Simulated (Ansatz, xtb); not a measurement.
Two structures of H2OSSi2

We compare I, `S=[Si]1O[SiH2]1`, a singlet, with II, a singlet given by its coordinates. Both are isolated molecules in the gas phase, relaxed with BLYP-D3(BJ)/def2-SVP.

I (Å):

```csv
atom,x (Å),y (Å),z (Å)
O,-1.4592,1.9250,-0.2765
S,-4.4122,0.4896,-1.0994
Si,-2.7811,0.8605,-0.0710
Si,-0.9816,1.1442,1.2342
H,-0.9288,2.0620,2.4147
H,0.2692,0.3283,1.1399
```

II (Å):

| atom | x (Å) | y (Å) | z (Å) |
| --- | --- | --- | --- |
| O | -2.8795 | 1.4210 | -0.0422 |
| S | -0.2979 | 2.3047 | 0.8022 |
| Si | -1.6250 | 0.5806 | 0.7617 |
| Si | -2.1902 | 2.9914 | -0.2311 |
| H | -2.0604 | 0.1051 | 2.1106 |
| H | -1.1223 | -0.5666 | -0.0546 |

Close contacts (Å): O1–Si3 1.71, O1–Si4 1.73, S2–Si3 2.18, S2–Si4 2.26, Si3–H5 1.50, Si3–H6 1.50.

Question: Which of the two would you expect CCSD(T)/def2-TZVP electronic energies to favour?

Answer: Structure II; the calculation gives E(II) − E(I) = −162.8 kJ/mol.

Level by level:

| level | geometry | E(II) − E(I) (kJ/mol) | departure from the last row (kJ/mol) | job, with rough time for the two |
| --- | --- | --- | --- | --- |
| BLYP-D3(BJ)/def2-SVP | BLYP-D3(BJ)/def2-SVP | −151.5 | +11.3 | optimisation, 11 s |
| HF/def2-TZVP | BLYP-D3(BJ)/def2-SVP | −186.0 | −23.2 | part of the CCSD(T) run |
| MP2/def2-TZVP | BLYP-D3(BJ)/def2-SVP | −157.9 | +4.9 | part of the CCSD(T) run |
| CCSD(T)/def2-TZVP | BLYP-D3(BJ)/def2-SVP | −162.8 |  | single point, 38 s |

The levels shown agree on the order. The largest departure from CCSD(T)/def2-TZVP is that of HF/def2-TZVP, 23.2 kJ/mol. Levels run at GFN2-xTB geometries aren't shown.

With harmonic frequencies from BLYP-D3(BJ)/def2-SVP (ideal gas, rigid rotor, one conformer each, 298.15 K, 1 atm): the zero-point term adds +2.3 kJ/mol; ΔH is −161.7 and ΔG −158.9 kJ/mol.

The correlated steps freeze 16 core orbitals. Codes used: Ansatz 0.2.0; the last row on 2 threads of Intel(R) Xeon(R) Platinum 8488C (Sapphire Rapids) on a shared host.
